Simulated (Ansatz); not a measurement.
Reaction: BNH6 (azaniumylboranuide, SMILES [BH3-][NH3+]) → BNH5 (SMILES [BH3-][NH2+], doublet) + H (doublet) (the H-N bond breaks)
Each species at its own B3LYP-D3(BJ)/def2-TZVP minimum (Ansatz, a program for electronic structure).

Total energies in hartree (Ansatz). Radicals and triplets start from unrestricted determinants; spin-orbit coupling is neglected. Cores are frozen in correlated methods. No relativity. For partners of very few electrons the exact lower level stands in for a higher one. The UHF reference of H5BN ([BH3-][NH2+], doublet) is spin-contaminated (<S^2> up to 0.04 over the pure value in the sets run).

| species | HF/cc-pVTZ | CCSD(T)/cc-pVTZ | HF/cc-pVQZ | CCSD(T)/cc-pVQZ | CCSDT(Q)/cc-pVTZ |
|---|---|---|---|---|---|
| 1: BNH6 (SMILES [BH3-][NH3+]) | -82.65275 | -83.06350 | -82.65868 | -83.08930 | -83.06449 |
| 2: BNH5 (SMILES [BH3-][NH2+], doublet) | -82.00894 | -82.39646 | -82.01510 | -82.42223 | -82.39802 |
| 3: H (doublet) | -0.49981 | -0.49981 | -0.49995 | -0.49995 | -0.49981 |

**Question.** Work out the bond dissociation energy (electronic) in kcal/mol: take Hartree-Fock from cc-pVQZ, extrapolate the CCSD(T) correlation energy as X^-3 (X = 3, 4), and add CCSDT(Q) - CCSD(T) in cc-pVTZ. 1 hartree = 627.51 kcal/mol.

**Answer.** 
Species 1: correlation (64·(-0.43062) - 27·(-0.41075))/37 = -0.44512; step -0.00099; E1 = -82.65868 + (-0.44512) + (-0.00099) = -83.10479
Species 2: correlation (64·(-0.40713) - 27·(-0.38752))/37 = -0.42144; step -0.00156; E2 = -82.01510 + (-0.42144) + (-0.00156) = -82.43810
Species 3: correlation (64·(0.00000) - 27·(0.00000))/37 = 0.00000; step +0.00000; E3 = -0.49995 + (0.00000) + (+0.00000) = -0.49995
-1·E1 +1·E2 +1·E3 = 0.16674 hartree = 104.6 kcal/mol.
